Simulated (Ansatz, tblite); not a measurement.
Removing and adding an electron: SiHMe3 (C₃H₁₀Si). Total charge 0; singlet. Geometry: PBE-D4/def2-SVP. Ansatz, gas phase; energy differences of separate SCF runs; the oxidised species was run as a doublet alone; the reduced species was run as a doublet alone.

```tsv
atom	x (Å)	y (Å)	z (Å)
Si1	0.397	-0.171	-0.244
H2	1.606	-0.693	-0.987
C3	0.828	-0.031	1.595
H4	1.122	-1.015	2.015
H5	-0.042	0.341	2.176
H6	1.671	0.672	1.758
C7	-1.038	-1.384	-0.490
H8	-1.295	-1.490	-1.564
H9	-1.945	-1.034	0.045
H10	-0.782	-2.392	-0.101
C11	-0.057	1.530	-0.942
H12	-0.305	1.468	-2.021
H13	0.781	2.248	-0.827
H14	-0.939	1.949	-0.414
```

The xTB rows come from tblite. Correlated methods freeze 8 core orbitals. In CCSD on the charge 1 doublet the largest single amplitude is 0.16, so its Hartree–Fock determinant may place the open shell otherwise than the density functionals do. HOMO above LUMO, or a gap near zero within one spin, warns that the state may not be the lowest or that an electron is smeared out.

```tsv
level	−HOMO (eV)	vertical IE (eV)	−LUMO (eV)	vertical EA (eV)	HOMO–LUMO gap (eV)	IE − EA (eV)	remarks
GFN1-xTB	11.75	14.42	4.29	1.74	7.47	12.68	–
GFN2-xTB	10.74	13.58	3.73	0.76	7.00	12.82	–
PBE-D4/def2-TZVP	7.21	10.13	-0.28	–	7.49	–	gap within one spin near zero (+1 doublet)
PBE-D4/def2-TZVPD	7.23	–	0.34	-1.03	6.89	–	HOMO above zero (-1 doublet)
MP2/def2-TZVP	–	10.93	–	–	–	–	–
CCSD/def2-TZVP	–	10.80	–	–	–	–	–
```

Question: Estimate the rows for HF/def2-TZVP, r2SCAN-D4/def2-TZVP, r2SCAN-D4/def2-TZVPD, PBE0-D4/def2-TZVP, PBE0-D4/def2-TZVPD, CCSD(T)/def2-TZVP.

Answer: 
```csv
level,−HOMO (eV),vertical IE (eV),−LUMO (eV),vertical EA (eV),HOMO–LUMO gap (eV),IE − EA (eV),remarks
HF/def2-TZVP,11.69,9.99,-3.47,–,15.16,–,–
r2SCAN-D4/def2-TZVP,7.50,10.27,-1.05,–,8.55,–,–
r2SCAN-D4/def2-TZVPD,7.50,–,-0.42,-1.24,7.93,–,HOMO above zero (-1 doublet)
PBE0-D4/def2-TZVP,8.52,10.50,-1.04,–,9.56,–,–
PBE0-D4/def2-TZVPD,8.52,–,-0.28,-1.20,8.80,–,HOMO above zero (-1 doublet)
CCSD(T)/def2-TZVP,–,10.80,–,–,–,–,–
```

   A HOMO above zero means that the electron is unbound at that level or that self-interaction error raises the level; the energy of removing that electron tells which. Raw xTB energy differences between charge states are shifted by several eV; the methods need an empirical correction for them. A negative affinity means that the extra electron isn't bound; its size then hangs on the basis.
